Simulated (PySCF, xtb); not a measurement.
Y(Cl)3 cation (Cl₃Y), SMILES [Cl][Y]([Cl])[Cl] (connectivity only; charge and spin as stated), charge +1, multiplicity 2.

Harmonic wavenumbers (cm⁻¹) from GFN2-xTB in xtb at its own minimum, in rising order: 46, 47, 104, 199, 206, 206.

Question: What does PBE-D3(BJ)/def2-SVP run with PySCF 2.14.0 give at its own minimum? (An estimate is asked for; the answer gives what the named calculation found.)

Answer: 58, 66, 157, 260, 340, 410. Paired by order, the mean absolute difference is 81 cm⁻¹ and the zero-point energies are 1.2 and 1.8 kcal/mol.
